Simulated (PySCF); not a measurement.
**Spinor energies of Mo (molybdenum, neutral)**

Start: [Kr] 4d5 5s1; 4d5/2 filled at m_j = -3/2, -1/2, +1/2, +3/2, +5/2; 5s1/2 filled at m_j = +1/2. Calculated with PySCF 2.14 in x2c-TZVPall-2c with one added diffuse shell each of s, p, d type (9s10p8d1f, 86 functions): generalised Hartree-Fock with the X2C-1e Hamiltonian and a Gaussian nucleus; one run each with spin-orbit coupling (SO) switched off, then screened by Boettger's factors. This is a chosen level, not necessarily the ground level.

```tsv
spinor shell	electrons	ε, spin-free (eV)	ε, screened SO (eV)	weight of nominal j (screened SO)	rms radius, screened SO (bohr)
1s1/2	2	-20107.0	-20105.9	1.000	0.0404
2s1/2	2	-2914.8	-2914.5	1.000	0.166
2p1/2	2	-2599.2	-2672.8	1.000	0.145
3s1/2	2	-528.14	-528.07	1.000	0.456
3p1/2	2	-421.85	-434.47	1.000	0.455
3p3/2	4	-421.85	-415.91	1.000	0.465
3d3/2	4	-248.98	-251.13	0.972	0.451
3d5/2	6	-248.98	-247.48	0.981	0.455
4s1/2	2	-78.870	-78.857	1.000	1.19
4p1/2	2	-47.656	-52.359	0.654	1.34
4p3/2	4	-47.656	-45.356	0.827	1.34
4d5/2	5	-9.371	-9.369	0.583	2.12
5s1/2	1	-6.489	-6.489	1.000	3.95
```

Question: Where does 2p3/2 lie, and what is the 2p spin-orbit splitting (screened SO)?

Answer: At -2564.7 eV, 108.05 eV above 2p1/2.

```csv
quantity,spin-free,screened SO
E (hartree),-4045.95509,-4046.43074
M_J,3,3
⟨J²⟩,12.004,12.004
⟨L²⟩,0.000,0.013
⟨S²⟩,12.004,12.000
```

Each row is a mean over spinors that exchange with the open shell spreads, by up to 8.035 eV (4p3/2).

Rows whose weight is well below 1 are mixtures of j = l ± 1/2: exchange outweighs spin-orbit coupling there, and the label is only the starting occupation.

Breit and QED terms are absent; they matter most for the inner s and p1/2 levels.

Densities and radii are taken from the X2C orbitals without a picture-change correction, which distorts them close to the nucleus.

Without spin-orbit coupling the j labels of p, d and f shells carry no meaning; the spin-free column gives the mean over the occupied spinors of each nl shell.
